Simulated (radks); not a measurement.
The numbers below are computed, except where a source is named.
Problem. The mean radii <r> (bohr) of the occupied orbitals of an atom or ion are listed with their occupations. Level of theory: Dirac Kohn-Sham, PBE, spin-unpolarised, spherical densities, point nucleus (a radial shooting solver on a logarithmic mesh with Libxc functionals).

| orbital | occ. | <r> |
|---|---|---|
| 1s1/2 | 1 | 0.1511 |

Name the element and its charge. Open shells, if any, are shared by 2j + 1.

Solution. Z = 10, neon, charge +9: Ne9+ in 1s1. The 1s radius gives Z: for a bare nucleus <r> = (2 gamma + 1)/(2Z) with gamma = sqrt(1 - (Z/c)^2), 0.1497 bohr for Z = 10, and the self-interaction of the functional makes it slightly larger (0.1511 here). The occupations add up to 1, and the charge is Z minus that.
